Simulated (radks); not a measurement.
Results of a calculation; reference values are marked as such.
Valence configurations of Fe IV (all share [Ar]). Level of theory: scalar-relativistic Kohn-Sham, PBE, spin-polarised, spherical densities, point nucleus; open shells are filled with parallel spins first (a radial shooting solver on a logarithmic mesh with Libxc functionals). Energies are relative to 3d5; eigenvalues in eV for spin up.

valence,E (eV),moment (Bohr magnetons),e(3d),e(4p),e(4s)
3d5,0.000,5,-45.181,-,-
3d3 4s2,37.598,3,-60.428,-,-37.018
3d4 4p1,23.078,5,-53.684,-27.838,-
3d4 4s1,15.336,5,-52.597,-,-34.984
3d3.5 4s1.5,25.981,4,-56.451,-,-36.031
3d2.5 4s2 4p0.5,54.151,3,-65.120,-30.432,-38.814
3d4.5 4s0.5,7.106,5,-48.817,-,-33.495
3d3.5 4s0.5 4p1,32.722,5,-57.562,-29.067,-37.058
3d2.5 4s0.5 4p2,64.286,5,-66.659,-31.927,-40.418
3d4.5 4p0.5,10.852,5,-49.376,-26.306,-

NIST lists [Ar] 3d5 as the ground configuration; this level of theory agrees among the configurations tried. The energies are those of spherical high-spin densities, not of single terms.
